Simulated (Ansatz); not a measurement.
`S[SiH2][SnH3]` + HCl → `S[SiH2]Cl` + `[SnH4]` at 400 K and 1 bar (cleavage of the Si–Sn bond).

Calculated with Ansatz (gas phase, PBE0-D4/def2-TZVP geometries, no zero-point term in ΔE). CBS: MP2 limit from def2 TZ/QZ plus the TZ coupled-cluster correction, frozen cores. This one scheme is used for every species. def2 core potentials past Kr. For Sn outer-core shells are correlated without core-valence functions, which leaves a few kJ/mol of doubt a bond. Each species was taken in one conformer, which may not be the lowest.

```
        species  CCSD(T)/CBS energy (Eh)  H − E (kJ/mol)  S (J/(mol·K))
`S[SiH2][SnH3]`               -904.49431           156.6          397.1
            HCl               -460.38127            29.6          195.4
    `S[SiH2]Cl`              -1148.50980            98.2          327.9
       `[SnH4]`               -216.39156            85.2          244.6
```

H − E and S are ideal-gas, rigid-rotor, harmonic terms from PBE0-D4/def2-TZVP, for one conformer and one mirror image of each species. 1 Eh = 2625.50 kJ/mol, R = 8.31446 J/(mol·K).

**Question.** By hand: ΔE, ΔH, ΔS and ΔG.

**Answer.** ΔE = (-1148.50980) + (-216.39156) − (-904.49431) − (-460.38127) = -0.02578 Eh = -67.7 kJ/mol. Δ(H − E) = 98.2 + 85.2 − 156.6 − 29.6 = -2.8, so ΔH = -70.5 kJ/mol. ΔS = 327.9 + 244.6 − 397.1 − 195.4 = -20.0 J/(mol·K). ΔG = -70.5 − 400 × (-20.0)/1000 = -62.5 kJ/mol.

**Question.** By hand: the equilibrium constant, and the temperature at which ΔG would vanish if ΔH and ΔS stayed fixed.

**Answer.** log₁₀ K = −ΔG/(RT ln 10) = 8.2. ΔG = 0 at ΔH/ΔS = 3525 K, far beyond where these terms or the molecules hold.

ΔH outweighs TΔS. A doubt of 5 kJ/mol in ΔE shifts log₁₀ K by 0.7 here. Other conformers and mirror images would add mixing entropy, several J/(mol·K) or more a flexible species. These are equilibria of isolated gas molecules and say nothing of rates. Largest T1 diagnostic: 0.013 (customary marks: 0.02 for closed shells, 0.045 for open ones).
